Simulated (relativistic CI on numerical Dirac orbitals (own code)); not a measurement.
## Cd4+ (4d8) in a crystal field

Calculated by Dirac-Coulomb-Breit CI, orbitals from a KLI potential per configuration, model QED (radiative potential, 1s self-energy scaled to tabulated hydrogen-like ionisation energies), valence Slater integrals scaled by 0.8, one configuration in a parametric crystal field (own radial code).

Field parameters in Wybourne normalisation: D3d B²₀ = −7Dσ, B⁴₀ = −14Dq − 21Dτ, B⁴₃ = −14√(10/7) Dq. The field is a parameter set, without covalency.

S is read from ⟨S²⟩ = S(S + 1).

Levels (cm⁻¹, degeneracy): 0 (2), 3 (1), 14114 (2), 26310 (1), 31823 (1), 31850 (2), 32031 (2), 33296 (2), 33537 (1), 34244 (1), 42440 (1), 42641 (2).

(1) Which field gives this pattern?
A. D3d, 10Dq = 32600, Dσ = 330, Dτ = -10 cm⁻¹
B. D3d, 10Dq = 32600, Dσ = -550, Dτ = -10 cm⁻¹
C. D3d, 10Dq = 32600, Dσ = 1200, Dτ = -10 cm⁻¹
D. D3d, 10Dq = 32600, Dσ = -1200, Dτ = -10 cm⁻¹

Results:

(1) A. D3d, 10Dq = 32600, Dσ = 330, Dτ = -10 cm⁻¹, ground level with S = 1.00.
